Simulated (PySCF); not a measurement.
ClI, charge -1, multiplicity 2. Atoms are numbered in the order given.

```xyz
2

Cl     0.0000     0.0000    -2.2247
I      0.0000     0.0000     0.7136
```
Charge -1, spin multiplicity 2.

Geometry: PBE-D3(BJ)/def2-TZVPD. The multiplicity is an assumed one; other spin states were not compared. The def2 effective core potentials stand for the cores of I; spin–orbit coupling is left out.

Computed with PBE-D3(BJ)/def2-TZVPD (PySCF).

Frequencies are harmonic and unscaled.

Computed normal modes with their intensities:
```
mode  ν (cm⁻¹)  IR (km/mol)  moving atoms (share of kinetic energy)
----  --------  -----------  --------------------------------------
1          152         11.4                         Cl 78 %, I 22 %
```
